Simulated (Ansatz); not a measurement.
`O/[C]([GaH2])=N/[SiH3]` + `C/N=C(\C)N` → `C/N=[C](\C)[GaH2]` + `N/C(O)=N\[SiH3]`  (formal exchange of groups at a Ga–C bond)

Isolated molecules relaxed with PBE0-D4/def2-TZVP in Ansatz; ΔE leaves out vibrations. CCSD(T)/CBS is the MP2 limit (def2-TZVPP, def2-QZVPP) plus CCSD(T) − MP2 in def2-TZVPP, frozen cores. Double bonds are as drawn, so ΔE can hold a change between cis and trans. DFT in def2-TZVPP. B3LYP here is the variant with VWN-RPA as its local correlation; programs differ in this. For Ga outer-core shells are correlated without core-valence functions, which leaves a few kJ/mol of doubt a bond. Scalar relativity is left out up to krypton. Each species was taken in one conformer, which may not be the lowest.

```json
{"level": "PBE-D4", "ΔE (kJ/mol)": "21.2", "difference from CCSD(T)/CBS": "3.7"}
{"level": "r2SCAN-D4", "ΔE (kJ/mol)": "18.7", "difference from CCSD(T)/CBS": "1.2"}
{"level": "PBE0-D4", "ΔE (kJ/mol)": "16.6", "difference from CCSD(T)/CBS": "-0.9"}
{"level": "B3LYP-D4", "ΔE (kJ/mol)": "12.4", "difference from CCSD(T)/CBS": "-5.1"}
{"level": "ωB97X-V", "ΔE (kJ/mol)": "14.9", "difference from CCSD(T)/CBS": "-2.6"}
{"level": "MP2/def2-TZVPP", "ΔE (kJ/mol)": "17.6", "difference from CCSD(T)/CBS": "0.1"}
{"level": "SCS-MP2/def2-TZVPP", "ΔE (kJ/mol)": "13.7", "difference from CCSD(T)/CBS": "-3.8"}
{"level": "MP2/def2-QZVPP", "ΔE (kJ/mol)": "17.7", "difference from CCSD(T)/CBS": "0.2"}
{"level": "SCS-MP2/def2-QZVPP", "ΔE (kJ/mol)": "13.8", "difference from CCSD(T)/CBS": "-3.7"}
{"level": "MP2/CBS(def2)", "ΔE (kJ/mol)": "17.4", "difference from CCSD(T)/CBS": "-0.1"}
{"level": "CCSD(T)/CBS", "ΔE (kJ/mol)": "17.5", "difference from CCSD(T)/CBS": "0"}
```

Largest T1 diagnostic among the species: 0.015.

In def2-TZVPP, CCSD(T) changes the Hartree–Fock value by +22.9 kJ/mol (the triples alone add +4.0 kJ/mol) and MP2 by +22.9 kJ/mol. From PBE to PBE0 (25 % exact exchange), in def2-TZVPP and without D4, ΔE moves by −4.3 kJ/mol.
